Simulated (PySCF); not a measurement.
## Relaxation of doublet [SeS3]-

These are results of PySCF, UB3LYP, basis Se def2-SVPD, S def2-SVPD (no relativity, density fitting), not measurements. A (50,194) grid was used.

A start at the PBE minimum, of C3v symmetry, held to at least that symmetry:

```xyz
4
charge -1 multiplicity 2, angstrom
Se    0.0000    0.0000   -0.4905
S     2.0090    0.0000    0.4087
S    -1.0045    1.7398    0.4087
S    -1.0045   -1.7398    0.4087
```

Optimiser trace:
```
step  E − E(last) (kJ/mol)  largest gradient (Eh/bohr)
   0                 37.22                     0.04128
   1                  2.53                     0.01182
   2                  0.15                     0.00280
   3                  0.00                     0.00032
   4                  0.00                     0.00004
```

It ends at C3v with Se–S 2.163 Å (×3); S–Se–S 114.0° (×3). A frequency run shows a minimum. Other isomers or separated fragments may lie lower.

The relaxation took 13 s on 4 threads of a shared Arm Neoverse V2 host, with 122 basis functions and 5 gradients; the process peaked at 0.72 GiB.
